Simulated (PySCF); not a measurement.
IK, charge -1, doublet, at the geometry of the source list (a state made from the parent by changing its charge; the spin is typed, not shown lowest) (all electrons, no relativity) (in this run its highest filled SCF level lies above zero, so its values depend strongly on the basis, on diffuse functions most of all). Base run: PySCF with M062X/STO-3G.

The PySCF input:
```python
from pyscf import gto, scf, dft

mol = gto.Mole()
mol.atom = '''
    K    -1.058900   -0.752200   -0.902200
    I     1.058900    0.752200    0.902200
'''
mol.basis = 'sto-3g'
mol.charge = -1
mol.spin = 1
mol.verbose = 4
mol.build()

mf = dft.UKS(mol)
mf.xc = 'm062x'
mf.kernel()
```

Each row names what was changed in the base input (with any setting that the change needs).

```tsv
change	basis functions	E (Eh)	HOMO (eV)
base	40	-7446.85271	4.06
basis = 3-21G	48	-7487.36153	0.08
basis = 6-311G**	101	-7519.94747	0.07
```

Totals compare only among sets that treat the same electrons; sets with core potentials leave the core out.

Open shells are given as the SCF converged; they aren't shown to be the lowest states, and a large step between rows can be another state.
